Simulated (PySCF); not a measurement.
Computed with PySCF, delta-SCF UKS SCAN, pcX-2 on the ionised atom, pcseg-1 elsewhere, spin-free X2C. Geometries: PBE0-D3(BJ)/def2-SVP; isolated species, one conformer each. Kα1 is taken as the energy difference of the 1s-hole and 2p3/2-hole states at the ground state's geometry. The 2p values aren't plain energy differences: one relaxed spin-free 2p hole is combined with a matrix within the shell (ground-state 2p orbital-energy differences and spin–orbit coupling). 2p3/2, the mean of its two sublevels, lies a third of the splitting below the shell's mean and 2p1/2 two thirds above it; the statistical areas are 2:1.

| site | Cl 2p3/2 (eV) |
| --- | --- |
| chlorine in `C(O)(C(=C)Cl)=O` | 206.62 |
| chlorine in `O=C(O)/C=C\Cl` | 206.85 |
| chlorine in `[NH2][GeH2][Cl]` | 205.28 |

Problem. What are the Cl 1s binding energies, and the Kα1 emission energies that follow?

Solution. 
```csv
site,bonded to,1s (eV),2p3/2 (eV),Kα1 = 1s − 2p3/2 (eV)
chlorine in `[NH2][GeH2][Cl]`,Ge,2827.85,205.28,2622.57
chlorine in `C(O)(C(=C)Cl)=O`,C,2829.25,206.62,2622.63
chlorine in `O=C(O)/C=C\Cl`,C,2829.45,206.85,2622.60
```

Ranges: 1s 1.60 eV, 2p3/2 1.57 eV, Kα1 0.06 eV. A straight-line fit of 1s on 2p3/2 has slope 1.02.
